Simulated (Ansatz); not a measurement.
A nudged elastic band was laid between two geometries of CH₇BSi₂ (11 atoms, charge 0, multiplicity 1).

Computed with RKS CAM-B3LYP/def2-SVP (Ansatz).

```yaml
movable_images: 5
climbing_image: yes
spring: 5.0 eV/Å²
optimiser: quadratic models (default)
start_path: through a guess of the saddle point
force_threshold: 0.05 eV/Å
iteration_limit: 60
end_points: relaxed
```

Image 0:

```xyz
11
Properties=species:S:1:pos:R:3
Si -1.277 1.487 -0.085
Si 0.265 0.011 0.846
B 1.841 -0.746 0.045
C 0.632 -1.397 -0.557
H -0.998 1.601 -1.544
H -1.152 2.831 0.544
H -2.673 1.005 0.106
H -0.045 -0.347 2.259
H 2.930 -1.138 0.355
H 0.026 -0.881 -1.313
H 0.517 -2.485 -0.634
```

Image 6:

```xyz
11
Properties=species:S:1:pos:R:3
Si -1.351 1.424 -0.046
Si 0.023 -0.228 0.852
B 1.827 -0.688 0.371
C 0.897 -1.167 -0.705
H -2.693 0.880 -0.395
H -0.710 1.958 -1.280
H -1.531 2.533 0.932
H -0.617 -0.982 1.967
H 2.829 -1.127 0.862
H 0.475 -0.468 -1.438
H 0.917 -2.191 -1.100
```

(1) Which bonds break or form, and what moves?

(2) What energy profile does the band end with?

(3) What is the geometry of the highest image?

(4) What are the harmonic wavenumbers there?

## Answers

(1) No bond is made or broken. The dihedral H7–Si1–Si2–B3 goes from 130 to -109°. The two ends are copies of one structure, up to a mirror image or an exchange of like atoms.

(2) The run converged. The highest image is number 3 of 0 to 6, 4.7 kJ/mol above the ends, which have the same energy within 2 meV. A vibrational analysis at the climbing image gives one clearly imaginary mode, 105i cm⁻¹: a first-order saddle point.

```
image  path coordinate (Å)  energy (kJ/mol)  dihedral H7–Si1–Si2–B3 (°)
    0                 0.00              0.0                         130
    1                 0.74              1.4                         152
    2                 1.47              3.8                         173
    3                 2.21              4.7                        -167
    4                 2.91              3.4                        -148
    5                 3.62              1.1                        -129
    6                 4.32              0.0                        -109
```

(3) 
```xyz
11
Properties=species:S:1:pos:R:3
Si -1.294 1.490 -0.077
Si 0.101 -0.143 0.850
B 1.836 -0.737 0.266
C 0.786 -1.295 -0.651
H -1.904 1.001 -1.346
H -0.532 2.734 -0.372
H -2.379 1.814 0.890
H -0.458 -0.736 2.099
H 2.869 -1.157 0.703
H 0.308 -0.671 -1.418
H 0.733 -2.357 -0.923
```

(4) 105i, 130, 147, 323, 414, 512, 547, 558, 593, 644, 699, 762, 809, 877, 910, 950, 961, 968, 1150, 1399, 2231, 2242, 2252, 2255, 2693, 3120, 3189 cm⁻¹.

Run time: 4.8 min on 2 threads of Arm Neoverse V1, on a shared host, peak memory 0.25 GiB.
